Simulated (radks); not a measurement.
Question: The table gives one normalised radial function P(r) = r R(r) of Ta+ in [Xe] 4f14 5d2.5 6s1.5 (r in bohr). All-electron calculation, scalar-relativistic Kohn-Sham, PBE, spin-unpolarised, spherical densities, finite nucleus; Fermi nuclear charge, rms radius 5.3507 fm. Program: a radial shooting solver on a logarithmic mesh with Libxc functionals.

r              P
0.003137   0.0107
0.004251   0.0176
0.005761   0.0288
0.007746   0.0457
0.0105     0.0718
0.01423    0.1089
0.01928    0.1566
0.02613    0.2083
0.03542    0.2449
0.048      0.2323
0.06505    0.1306
0.08816   -0.0684
0.1195    -0.2852
0.1619    -0.3401
0.2195    -0.0866
0.2974     0.3440
0.4031     0.5187
0.5463     0.1408
0.7404    -0.5401
0.9954    -0.9807
1.349     -0.9388
1.828     -0.5755
2.478     -0.2309
3.358     -0.0572
4.551     -0.0076
6.168     -0.0004
8.36      0.0000

Which n and l does it have? It may be an empty orbital.

Answer: n = 5, l = 1: the number of nodes gives n - l - 1 = 3, the rise at small r (about r^(l+1), flatter next to the nucleus through relativity) gives l, and the extent must fit the shell. The curve is that of 5p. 5p: eigenvalue -47.774 eV, 3 radial nodes at r = 0.0804, 0.234, 0.584 bohr, <r> = 1.29 bohr, 90 % of the charge inside 1.89 bohr.
